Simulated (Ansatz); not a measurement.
`BO[SiH](C)F` + `[CH3][AlH][SnH3]` → `C[SiH](F)[SnH3]` + `B[O][AlH][CH3]`  (redistribution)

Program: Ansatz. Geometries: PBE0-D4/def2-TZVP. ΔE: electronic, gas phase. CCSD(T)/CBS is the MP2 limit (def2-TZVPP, def2-QZVPP) plus CCSD(T) − MP2 in def2-TZVPP, frozen cores. DFT in def2-TZVPP. def2 core potentials past Kr. For Sn outer-core shells are correlated without core-valence functions, which leaves a few kJ/mol of doubt a bond. One conformer a species, not always the lowest.

```
 level  ΔE (eV)
B2PLYP    -0.09
  PBE0    -0.07
```

**Question.** What does CCSD(T)/CBS give? (Best estimate.)

**Answer.** The calculation gave: -0.05 eV. The listed levels differ from it by -0.04, -0.02 eV.

Largest T1 diagnostic among the species: 0.013.

From PBE to PBE0 (25 % exact exchange), in def2-TZVPP and without D4, ΔE moves by +0.05 eV. In def2-TZVPP, CCSD(T) changes the Hartree–Fock value by −0.06 eV (the triples alone add −0.01 eV) and MP2 by −0.08 eV.
